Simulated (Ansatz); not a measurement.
Calculated with Ansatz (gas phase, PBE0-D4/def2-TZVP geometries, no zero-point term in ΔE). CCSD(T)/CBS is the MP2 limit (def2-TZVPP, def2-QZVPP) plus CCSD(T) − MP2 in def2-TZVPP, frozen cores. DFT in def2-TZVPP. B3LYP here is the variant with VWN-RPA as its local correlation; programs differ in this. For Mg outer-core shells are correlated without core-valence functions, which leaves a few kJ/mol of doubt a bond. Each species was taken in one conformer, which may not be the lowest.

Reaction (substitution at a C–Al bond): `[CH3][AlH][S][SiH3]` + `[OH][Mg][O][SiH3]` → `C[O][Mg][O][SiH3]` + `[AlH2][S][SiH3]`

| level | ΔE (kJ/mol) |
| --- | --- |
| B3LYP-D4 | 99.5 |
| ωB97M-V | 105.5 |
| PBE0 | 101.0 |
| MP2/def2-QZVPP | 112.7 |

Problem. What does CCSD(T)/CBS give? (Estimate.)

Solution. The calculation gave: +105.7 kJ/mol. The listed levels differ from it by -6.2, -0.2, -4.7, 7.0 kJ/mol.

Largest T1 diagnostic among the species: 0.011.

The D4 term adds +4.7 kJ/mol with B3LYP and +2.8 kJ/mol with PBE0; it sums over pairs of atoms, weighted by their polarisabilities, and B3LYP, whose exchange is more repulsive, gets the larger term. In def2-TZVPP, CCSD(T) changes the Hartree–Fock value by +20.4 kJ/mol (the triples alone add +2.2 kJ/mol) and MP2 by +28.9 kJ/mol.
